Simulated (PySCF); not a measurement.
Gas-phase reaction: 3 ZrOCl2 + 3 Cl2 ⇌ 3 ZrCl4 + O3

Computed with PySCF (xtb for GFN2) and rigid-rotor harmonic-oscillator thermochemistry at 1 bar. † marks an energy on the PBE0/def2-TZVP geometry and frequencies; other levels use their own. MP2 and CCSD(T) freeze the core. All species are closed-shell singlets. B3LYP is the form with VWN-RPA correlation. Zr: scalar-relativistic def2 core potential, no spin-orbit coupling. ZrOCl2: computed as isolated molecules; such fragments, hydroxides, amides, oligomers or adducts are transient or little studied in the gas. MP2 isn't extrapolated to the basis-set limit; its ΔH°(298 K) is -682.0 kJ in def2-SVP and -593.3 kJ in def2-TZVPP. CCSD(T) isn't extrapolated to the basis-set limit; its ΔH°(298 K) is -723.2 kJ in def2-SVP and -625.3 kJ in def2-TZVPP. The harmonic model lacks anharmonicity and excited electronic states, which grow with temperature; levels with a mode under 35 cm⁻¹ are left out. Strong static correlation: O3. Soft modes under 120 cm⁻¹ make the harmonic entropy rough for ZrOCl2, ZrCl4. Warning, large T1 diagnostic: O3, ZrOCl2 (CCSD(T)/def2-SVP†, CCSD(T)/def2-TZVPP†).

| level | ΔE electronic, kJ | ΔH°(298 K), kJ | ΔS°(298 K), J/K | ΔG°(1200 K), kJ |
|---|---|---|---|---|
| B3LYP/def2-TZVP† | -606 | -596 | -348 | -193 |
| CCSD(T)/def2-SVP† | -733 | -723 | -348 | -319 |
| CCSD(T)/def2-TZVPP† | -635 | -625 | -348 | -221 |
| GFN2-xTB | -844 | -834 | -297 | -491 |
| HF/def2-TZVP† | -603 | -593 | -348 | -189 |
| MP2/def2-TZVPP† | -603 | -593 | -348 | -189 |
| PBE/def2-SVP | -744 | -735 | -342 | -337 |
| PBE/def2-TZVP† | -638 | -628 | -348 | -224 |
| PBE0/def2-SVP† | -738 | -728 | -348 | -324 |
| PBE0/def2-TZVP | -634 | -625 | -348 | -221 |
| ωB97M-V/def2-TZVP† | -619 | -610 | -348 | -206 |
ΔH° is lowest at GFN2-xTB and highest at HF/def2-TZVP†. No reference value is set beside these.
